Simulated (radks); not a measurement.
Question: The mean radii <r> (bohr) of the occupied orbitals of an atom or ion are listed with their occupations. All-electron calculation, Dirac Kohn-Sham, LDA (Slater exchange, Perdew-Wang correlation), spin-unpolarised, spherical densities, point nucleus. Program: a radial shooting solver on a logarithmic mesh with Libxc functionals.

orbital      occ.      <r>
1s1/2           2  0.04706
2s1/2           2   0.2102
2p1/2           2   0.1814
2p3/2           4   0.1850
3s1/2           2   0.6207
3p1/2           2   0.6333
3p3/2           4   0.6436
3d3/2         3.6   0.6973
3d5/2         5.4   0.7016
4s1/2           2    1.846
4p1/2    0.333333    2.155
4p3/2    0.666667    2.184

Name the element and its charge. Open shells, if any, are shared by 2j + 1.

Answer: Z = 32, germanium, charge +2: Ge2+ in [Ar] 3d9 4s2 4p1. The 1s radius gives Z: for a bare nucleus <r> = (2 gamma + 1)/(2Z) with gamma = sqrt(1 - (Z/c)^2), 0.04601 bohr for Z = 32, and screening makes it slightly larger (0.04706 here). The occupations add up to 30, and the charge is Z minus that.
